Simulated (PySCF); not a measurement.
**Ionisation energy of Nd(39+) by level of theory**

Nd(39+) [Ar] 3d3 (4F) → Nd(40+) [Ar] 3d2 (3F), as a difference of total energies. All numbers are calculated (PySCF 2.14, the non-relativistic Hamiltonian (point nucleus), in an even-tempered Gaussian basis (16 s from 6.9 bohr⁻², ratio 2.5; 11 p from 9 bohr⁻², ratio 2.5; 7 d from 9 bohr⁻², ratio 2.5; 4 f from 34 bohr⁻², ratio 2.7; 3 g from 50 bohr⁻², ratio 2.7)). Correlated levels: outer shells: [Ne] frozen; virtual orbitals above 40 to 60 times the deepest correlated orbital energy dropped. The calculations carry no spin-orbit coupling.

```csv
method,ionisation energy (eV)
UHF,2853.0
LDA,2852.6
PBE,2852.5
PBE0,2853.1
r2SCAN,2854.3
BLYP,2852.7
B2PLYP,2853.1
MP2 (outer shells),2852.9
SCS-MP2 (outer shells),2852.5
```

Spin-orbit coupling is strong in these open shells (close to jj coupling). The scalar numbers leave it out and a first-order estimate fails, so it can dominate the gap to the real levels.

All relativistic terms are absent from these numbers, so their closeness to the reference says little about the methods.

For comparison: 2861 ± 4 eV (theoretical estimate listed by NIST; NIST Atomic Spectra Database, ionization energies).
